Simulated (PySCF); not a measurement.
BeH₂Se, SMILES [BeH][SeH].

Geometry: PBE0-D3(BJ)/def2-TZVP.

These are TDA-LC-ωPBE/def2-TZVPD run with PySCF values and carry that method's errors.

Vertical excitations. Isolated molecule, no solvent. State labels are in the subgroup Cs.

```tsv
state	symmetry	energy (eV)	λ (nm)	f	main pairs
S1	A"	5.31	234	0.000	HOMO→LUMO 73 %, HOMO→LUMO+7 12 %
S2	A"	6.15	201	0.037	HOMO→LUMO+1 54 %, HOMO→LUMO+9 18 %, HOMO→LUMO+5 14 %
S3	A'	6.41	193	0.070	HOMO→LUMO+2 45 %, HOMO−1→LUMO 30 %, HOMO→LUMO+8 8 %
S4	A'	6.68	186	0.080	HOMO−1→LUMO 45 %, HOMO→LUMO+2 28 %
S5	A"	6.97	178	0.087	HOMO→LUMO+1 26 %, HOMO→LUMO+7 21 %, HOMO→LUMO+9 20 %, HOMO→LUMO+10 14 %
S6	A"	7.10	175	0.012	HOMO−1→LUMO+2 70 %, HOMO−1→LUMO+8 16 %
S7	A'	7.67	162	0.044	HOMO−1→LUMO+1 46 %, HOMO−2→LUMO 12 %, HOMO−1→LUMO+5 11 %, HOMO−1→LUMO+9 10 %
S8	A"	7.93	156	0.004	HOMO→LUMO+4 57 %, HOMO→LUMO+5 27 %
S9	A"	8.21	151	0.001	HOMO→LUMO+3 37 %, HOMO→LUMO+7 16 %, HOMO→LUMO+4 16 %, HOMO→LUMO+5 10 %
S10	A'	8.22	151	0.034	HOMO→LUMO+6 79 %
T1	A"	4.95	250	0	HOMO→LUMO 59 %, HOMO→LUMO+7 17 %, HOMO→LUMO+4 12 %
T2	A'	5.44	228	0	HOMO→LUMO+2 70 %, HOMO→LUMO+8 20 %
T3	A"	5.80	214	0	HOMO→LUMO+1 45 %, HOMO→LUMO+9 20 %, HOMO→LUMO 14 %, HOMO→LUMO+5 13 %
T4	A'	5.86	212	0	HOMO−1→LUMO 60 %, HOMO−2→LUMO 13 %
```
Triplets are in the Tamm–Dancoff approximation.
